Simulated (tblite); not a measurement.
Input of a run (GFN2-xTB geometry optimisation, gas phase (tblite 0.8.0)), started from a force field or distance geometry:
```
{"job": {"kind": "relax", "xc": "GFN2-xTB", "basis": "xTB"}, "charge": 0, "multiplicity": 1}
C      3.819500    -0.124000     0.313000
C      3.040000     0.763100    -0.375800
S      1.835800     0.016200    -1.456300
C      0.967600    -1.370500    -0.751900
O      0.145000    -1.124000     0.316500
Si    -1.159400    -0.091000     0.091300
C     -2.458900    -0.691600    -1.084000
C     -2.017000     0.062800     1.771500
C     -0.723400     1.646400    -0.416500
H      3.586300    -1.181000     0.116800
H      4.577700     0.195900     1.001800
H      3.161600     1.827200    -0.250800
H      1.762000    -2.069300    -0.345100
H      0.429400    -1.874300    -1.573500
H     -3.003200     0.234300    -1.444900
H     -2.098800    -1.279600    -1.909400
H     -3.228500    -1.239600    -0.477300
H     -2.321100    -0.958900     2.077600
H     -2.936800     0.659500     1.556200
H     -1.366300     0.553300     2.503600
H      0.351700     1.813100    -0.409100
H     -1.106300     1.900700    -1.435700
H     -1.261700     2.358400     0.269600
```

Output (eV, eV/Å):
```
step      E/eV     max force
  0    -788.57959    3.411
  1    -788.94153    2.609
  2    -789.06346    0.652
  3    -789.13138    0.573
  4    -789.21761    0.538
  5    -789.25572    0.501
  6    -789.30486    0.475
  7    -789.33360    0.375
  8    -789.35512    0.403
  9    -789.36983    0.351
 10    -789.38504    0.292
 11    -789.39819    0.248
 12    -789.41062    0.269
 13    -789.42283    0.254
 14    -789.43470    0.238
 15    -789.44465    0.169
 16    -789.45167    0.147
 17    -789.45686    0.163
 18    -789.46198    0.178
 19    -789.46702    0.150
 20    -789.47139    0.130
 21    -789.47516    0.156
 22    -789.47895    0.181
 23    -789.48353    0.189
 24    -789.48867    0.151
 25    -789.49337    0.130
 26    -789.49735    0.157
 27    -789.50112    0.152
 28    -789.50475    0.135
 29    -789.50795    0.109
 30    -789.51058    0.140
 31    -789.51282    0.131
 32    -789.51470    0.089
 33    -789.51628    0.080
 34    -789.51778    0.112
 35    -789.51957    0.138
 36    -789.52190    0.123
 37    -789.52460    0.106
 38    -789.52712    0.118
 39    -789.52930    0.124
 40    -789.53157    0.125
 41    -789.53457    0.161
 42    -789.53838    0.187
 43    -789.54212    0.137
 44    -789.54513    0.116
 45    -789.54768    0.112
 46    -789.55045    0.134
 47    -789.55421    0.134
 48    -789.55899    0.203
 49    -789.54562    0.501
 50    -789.56525    0.174
 51    -789.56843    0.156
 52    -789.57269    0.269
 53    -789.57836    0.141
 54    -789.58071    0.144
 55    -789.58646    0.124
 56    -789.58811    0.101
 57    -789.59097    0.107
 58    -789.59423    0.150
 59    -789.59845    0.177
 60    -789.60256    0.158
 61    -789.60721    0.132
 62    -789.61139    0.156
 63    -789.61445    0.144
 64    -789.61635    0.200
 65    -789.62022    0.195
 66    -789.62493    0.172
 67    -789.62976    0.188
 68    -789.63517    0.147
 69    -789.63977    0.113
 70    -789.64259    0.247
 71    -789.64497    0.199
 72    -789.64747    0.152
 73    -789.65048    0.086
 74    -789.65284    0.075
 75    -789.65434    0.076
 76    -789.65685    0.086
 77    -789.65894    0.096
 78    -789.66114    0.089
 79    -789.66300    0.107
 80    -789.66505    0.121
 81    -789.66647    0.105
 82    -789.66792    0.092
 83    -789.66967    0.092
 84    -789.67142    0.101
 85    -789.67279    0.082
 86    -789.67366    0.070
 87    -789.67421    0.050
 88    -789.67473    0.041
 89    -789.67512    0.040
 90    -789.67540    0.033
 91    -789.67574    0.036
 92    -789.67615    0.035
 93    -789.67658    0.045
 94    -789.67696    0.048
 95    -789.67730    0.049
 96    -789.67768    0.046
 97    -789.67809    0.040
 98    -789.67842    0.030
 99    -789.67864    0.029
100    -789.67881    0.027
101    -789.67897    0.028
102    -789.67918    0.038
103    -789.67939    0.038
104    -789.67958    0.027
105    -789.67971    0.019
106    -789.67981    0.023
107    -789.67992    0.026
108    -789.68007    0.028
109    -789.68028    0.031
110    -789.68055    0.036
111    -789.68089    0.063
112    -789.68137    0.070
113    -789.68202    0.074
114    -789.68282    0.060
115    -789.68353    0.049
116    -789.68400    0.058
117    -789.68433    0.036
118    -789.68466    0.037
119    -789.68498    0.029
120    -789.68518    0.035
121    -789.68537    0.032
122    -789.68556    0.030
123    -789.68576    0.029
124    -789.68592    0.030
125    -789.68604    0.030
126    -789.68618    0.032
127    -789.68640    0.031
128    -789.68672    0.033
129    -789.68707    0.036
130    -789.68736    0.034
131    -789.68758    0.034
132    -789.68784    0.043
133    -789.68815    0.041
134    -789.68871    0.042
135    -789.68897    0.036
136    -789.68936    0.035
137    -789.68959    0.029
138    -789.68970    0.021
139    -789.68975    0.015
140    -789.68979    0.013
141    -789.68984    0.015
142    -789.68987    0.016
143    -789.68992    0.016
144    -789.68998    0.017
145    -789.69006    0.018
146    -789.69014    0.022
147    -789.69026    0.024
148    -789.69041    0.027
149    -789.69061    0.026
150    -789.69083    0.027
151    -789.69102    0.026
152    -789.69118    0.025
153    -789.69134    0.026
154    -789.69151    0.031
155    -789.69164    0.022
156    -789.69173    0.018
157    -789.69178    0.016
158    -789.69181    0.016
159    -789.69185    0.018
160    -789.69188    0.013
161    -789.69191    0.010
```

Question: Summarise the run.

Answer: The energy falls by 107.3 kJ/mol over 161 L-BFGS steps, the largest force on an atom goes from 3.41 to 0.010 eV/Å, and the atoms move by 0.683 Å rms after alignment. The bond that changes most is Si6–C7 (oxygen-bound silicon to Si-methyl carbon), which lengthens by 0.056 Å. Bonds longer at the end by more than 0.005 Å: 4 of 22; shorter: 13. Among the angles that change most is S3–C2–H12, from 124.1° to 110.2°. Among the dihedrals that turn most is H12–C2–S3–C4, from -136° to 172°. The energy rose by more than 1e-5 eV at step 49. The first step brought 33 % of the lowering.

Question: What are the final bond lengths?

Answer: C1=C2 1.321 Å, C2–S3 1.754 Å, S3–C4 1.828 Å, C4–O5 1.368 Å, O5–Si6 1.653 Å, Si6–C7 1.908 Å, Si6–C8 1.896 Å, Si6–C9 1.906 Å, C1–H10 1.075 Å, C1–H11 1.076 Å, C2–H12 1.079 Å, C4–H13 1.094 Å, C4–H14 1.095 Å, C7–H15 1.085 Å, C7–H16 1.087 Å, C7–H17 1.087 Å, C8–H18 1.085 Å, C8–H19 1.084 Å, C8–H20 1.085 Å, C9–H21 1.087 Å, C9–H22 1.087 Å, C9–H23 1.086 Å. Numbering counts from 1 in the input's order; the species is `C=CSCO[Si](C)(C)C`.

Time: 1.8 s of wall time. Hardware: one thread of an Arm Neoverse V1, no GPU (shared host).

Its GFN2-xTB frequencies are all real (lowest 17 cm⁻¹). One conformer, not necessarily the lowest.

These are computed values.
